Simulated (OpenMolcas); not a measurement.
## Cu4+, Ag4+, Au4+: d7 down the group

- Program: OpenMolcas 26.06
- Method: CASSCF
- Basis: ANO-RCC-VTZP
- Scalar Hamiltonian: DKH2, point nucleus
- Spin-orbit coupling: state interaction with AMFI integrals over the reference wave functions, term energies averaged over their components

Active space for each ion: 7 electrons in 5 orbitals (d).

Computed levels in cm-1 above 4F 9/2:

```tsv
Level	Cu4+	Ag4+	Au4+
4F 7/2	1546	3460	12036
4F 5/2	2665	5606	14164
4P 5/2	24910	18616	22985
2G 9/2	25096	19417	23456
4P 1/2	26119	20868	27483
2G 7/2	26600	22854	32467
2H 11/2	33339	25826	31012
2P 1/2	34671	29125	43620
2H 9/2	34699	29357	43923
weight of 4F in the lowest level (%)	100	97	84
```

Mixed levels, with the weight of the term that names them: Au4+ 4F 5/2 (62 %), Au4+ 2G 9/2 (58 %), Au4+ 4P 1/2 (66 %), Au4+ 2P 1/2 (66 %), Au4+ 2H 9/2 (71 %).

Measured, with the error of the calculation in %. Measured levels: Cu4+ from Sugar and Musgrove, J. Phys. Chem. Ref. Data 19, 527 (1990); Ag4+ from the list in Gamrath, thesis, University of Mons (2023).

| Level | Cu4+ | Ag4+ |
| --- | --- | --- |
| 4F 7/2 | 1616 (-4.3) | 3690 (-6.3) |
| 4F 5/2 | 2759 (-3.4) | 5816 (-3.6) |
| 4P 5/2 | 20827 (+19.6) | 14899 (+24.9) |
| 2G 9/2 | 22575 (+11.2) | 16875 (+15.1) |
| 4P 1/2 | 21935 (+19.1) | 17067 (+22.3) |
| 2G 7/2 | 24100 (+10.4) | 20442 (+11.8) |
| 2H 11/2 | 30402 (+9.7) | 22532 (+14.6) |
| 2P 1/2 | 28367 (+22.2) | 24599 (+18.4) |
| 2H 9/2 | 31823 (+9.0) | 26368 (+11.3) |

The fine-structure level 4F 5/2 changes by a factor of 5.31 from Cu4+ to Au4+.

Without spin-orbit coupling 4P lies 23901, 16422, 14571 cm-1 above 4F in that order; the difference to the level 4P 5/2, of either sign, comes from spin-orbit coupling, which also lowers the zero.

Without dynamic correlation excited terms often stand tens of per cent too high (terms of higher spin than the ground term too low), and those without a measured partner can miss by more than the paired ones. Terms from blocks run as CI alone lack orbitals of their own. Computed and measured levels are paired by configuration, term and J; levels that our copy of the source lacks, or whose pairing is in doubt (as where it misses far off the trend of its configuration), stay unpaired and out of the deviations. Levels of configurations outside the active space are missing.
